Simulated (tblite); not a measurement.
Isomers of C12H8. Computed with GFN2-xTB (tblite): harmonic, unscaled wavenumbers at the GFN2-xTB geometry, gas phase. This tight-binding method is rough: wavenumbers can miss measured ones by several per cent, in bad cases by 10 to 20. One conformer each.

Electronic energies: GFN2-xTB at the same geometries; isomer energies are rough at this level and their order can be wrong.

```tsv
SMILES	electronic energy, lowest = 0 (kcal/mol)
c1ccc2c(c1)-c1ccccc1-2	33.4
C1=Cc2cc3c(cc2=C1)C=CC=3	31.6
C1=Cc2cccc3cccc1c23	0.0
```

How do GFN2-xTB zero-point energies change the relative energies?

| SMILES | ZPE (kcal/mol) | of it from modes above 1550 cm⁻¹ | electronic (kcal/mol) | with ZPE, lowest = 0 (kcal/mol) | lowest mode (cm⁻¹) | rings |
| --- | --- | --- | --- | --- | --- | --- |
| C1=Cc2cccc3cccc1c23 | 96.9 | 42.2 | 0.0 | 0.0 | 150 | 3 |
| C1=Cc2cc3c(cc2=C1)C=CC=3 | 94.4 | 40.1 | 31.6 | 29.1 | 107 | 3 |
| c1ccc2c(c1)-c1ccccc1-2 | 96.5 | 44.6 | 33.4 | 33.0 | 101 | 3 |

The zero-point energies span 2.5 kcal/mol, from `C1=Cc2cc3c(cc2=C1)C=CC=3` to `C1=Cc2cccc3cccc1c23`. The order is unchanged.

What do entropy and thermal enthalpy add at 298.15 K and 1 bar (rigid rotor, harmonic oscillator, one conformer each)?

```json
{"SMILES": "C1=Cc2cccc3cccc1c23", "point group": "C2v", "symmetry number": "2", "S (cal/(mol K))": "86.3", "H − H(0) (kcal/mol)": "5.65", "ZPE + H − H(0) − TS (kcal/mol)": "76.8"}
{"SMILES": "C1=Cc2cc3c(cc2=C1)C=CC=3", "point group": "D2h", "symmetry number": "4", "S (cal/(mol K))": "89.5", "H − H(0) (kcal/mol)": "6.24", "ZPE + H − H(0) − TS (kcal/mol)": "73.9"}
{"SMILES": "c1ccc2c(c1)-c1ccccc1-2", "point group": "D2h", "symmetry number": "4", "S (cal/(mol K))": "87.5", "H − H(0) (kcal/mol)": "5.90", "ZPE + H − H(0) − TS (kcal/mol)": "76.3"}
```
